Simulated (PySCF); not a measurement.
F2Ge, charge +3, doublet (typed; the unrestricted solution is spin-contaminated), geometry from GFN2-xTB of the parent state (a state made from the parent by changing its charge; the spin is typed, not shown lowest); PySCF with R2SCAN/cc-pVDZ.

The PySCF input:
```python
from pyscf import gto, scf, dft

mol = gto.M(
    atom='''
Ge    0.009689   -0.006771    0.301893
F     0.795187    1.454606   -0.530416
F    -0.829637   -1.430529   -0.542983
''',
    basis='cc-pvdz',
    charge=3,
    spin=1,
    verbose=4,
)

mf = dft.UKS(mol)
mf.xc = 'r2scan'
mf.kernel()
```

### Question
What does PySCF print? Leave out banner, timings and long lists.

### Answer

```
PySCF version 2.14.0

[INPUT] verbose = 4
[INPUT] num. atoms = 3
[INPUT] num. electrons = 47
[INPUT] charge = 3
[INPUT] spin (= nelec alpha-beta = 2S) = 1
[INPUT] symmetry False subgroup None
[INPUT] Mole.unit = angstrom
[INPUT] Symbol           X                Y                Z      unit          X                Y                Z       unit  Magmom
[INPUT]  1 Ge     0.009689000000  -0.006771000000   0.301893000000 AA    0.018309556421  -0.012795335589   0.570495088923 Bohr   0.0
[INPUT]  2 F      0.795187000000   1.454606000000  -0.530416000000 AA    1.502685647815   2.748806959149  -1.002340972087 Bohr   0.0
[INPUT]  3 F     -0.829637000000  -1.430529000000  -0.542983000000 AA   -1.567786712806  -2.703308023248  -1.026089160295 Bohr   0.0

nuclear repulsion = 177.157177444984
number of shells = 16
number of NR pGTOs = 129
number of NR cGTOs = 55
basis = cc-pvdz
ecp = {}

******** <class 'pyscf.dft.uks.UKS'> ********
method = UKS
initial guess = minao
damping factor = 0
level_shift factor = 0
DIIS = <class 'pyscf.scf.diis.CDIIS'>
diis_start_cycle = 1
diis_space = 8
diis_damp = 0
SCF conv_tol = 1e-09
SCF conv_tol_grad = None
SCF max_cycles = 50
direct_scf = True
direct_scf_tol = 1e-13
number electrons alpha = 24  beta = 23
XC library pyscf.dft.libxc version 7.1.2
    S. Lehtola, C. Steigemann, M. J. T. Oliveira, and M. A. L. Marques,  SoftwareX 7, 1–5 (2018)
XC functionals = r2scan
    J. W. Furness, A. D. Kaplan, J. Ning, J. P. Perdew, and J. Sun,  J. Phys. Chem. Lett. 11, 8208–8215 (2020)
    J. W. Furness, A. D. Kaplan, J. Ning, J. P. Perdew, and J. Sun,  J. Phys. Chem. Lett. 11, 9248–9248 (2020)
    J. W. Furness, A. D. Kaplan, J. Ning, J. P. Perdew, and J. Sun,  J. Phys. Chem. Lett. 11, 8208–8215 (2020)
    J. W. Furness, A. D. Kaplan, J. Ning, J. P. Perdew, and J. Sun,  J. Phys. Chem. Lett. 11, 9248–9248 (2020)
radial grids:
    Treutler-Ahlrichs [JCP 102, 346 (1995); DOI:10.1063/1.469408] (M4) radial grids

becke partition: Becke, JCP 88, 2547 (1988); DOI:10.1063/1.454033
pruning grids: <function nwchem_prune>
grids dens level: 3
symmetrized grids: False
atomic radii adjust function: <function treutler_atomic_radii_adjust>
small_rho_cutoff = 0
Set gradient conv threshold to 3.16228e-05
tot grids = 49168
init E= -2275.94581178456

cycle= 1 E= -2274.20118972791  delta_E= 1.74  |g|= 0.515  |ddm|= 1.25
cycle= 2 E= -2273.45178922387  delta_E= 0.749  |g|= 1.37  |ddm|= 1.75
cycle= 3 E= -2274.36279391263  delta_E= -0.911  |g|= 0.179  |ddm|= 1.22
cycle= 4 E= -2274.3710439974  delta_E= -0.00825  |g|= 0.0709  |ddm|= 0.142
cycle= 5 E= -2274.2482139905  delta_E= 0.123  |g|= 0.505  |ddm|= 0.456
cycle= 6 E= -2274.37276770624  delta_E= -0.125  |g|= 0.0401  |ddm|= 0.46
cycle= 7 E= -2274.37297471379  delta_E= -0.000207  |g|= 0.0411  |ddm|= 0.0356
cycle= 8 E= -2274.37323509457  delta_E= -0.00026  |g|= 0.0411  |ddm|= 0.0454
cycle= 9 E= -2274.3737752311  delta_E= -0.00054  |g|= 0.0345  |ddm|= 0.0561
cycle= 10 E= -2274.37490007159  delta_E= -0.00112  |g|= 0.0143  |ddm|= 0.141
cycle= 11 E= -2274.37497207714  delta_E= -7.2e-05  |g|= 0.0123  |ddm|= 0.015
cycle= 12 E= -2274.37507429226  delta_E= -0.000102  |g|= 0.00574  |ddm|= 0.015
cycle= 13 E= -2274.37524569527  delta_E= -0.000171  |g|= 0.00729  |ddm|= 0.0809
cycle= 14 E= -2274.37527728427  delta_E= -3.16e-05  |g|= 0.00354  |ddm|= 0.0245
cycle= 15 E= -2274.37528109423  delta_E= -3.81e-06  |g|= 0.00206  |ddm|= 0.00214
cycle= 16 E= -2274.37528202704  delta_E= -9.33e-07  |g|= 0.0017  |ddm|= 0.00258
cycle= 17 E= -2274.37528337095  delta_E= -1.34e-06  |g|= 0.000371  |ddm|= 0.00171
cycle= 18 E= -2274.37528343762  delta_E= -6.67e-08  |g|= 0.00015  |ddm|= 0.00119
cycle= 19 E= -2274.37528345304  delta_E= -1.54e-08  |g|= 9.16e-05  |ddm|= 0.000923
cycle= 20 E= -2274.3752834585  delta_E= -5.46e-09  |g|= 9.39e-06  |ddm|= 0.000379
cycle= 21 E= -2274.37528345894  delta_E= -4.39e-10  |g|= 1.56e-05  |ddm|= 0.00011
Extra cycle  E= -2274.3752834355  delta_E= 2.34e-08  |g|= 0.000224  |ddm|= 0.000215
SCF not converged.
SCF energy = -2274.3752834355 after 50 cycles  <S^2> = 1.0693075  2S+1 = 2.2972222
```

Convergence was not reached.
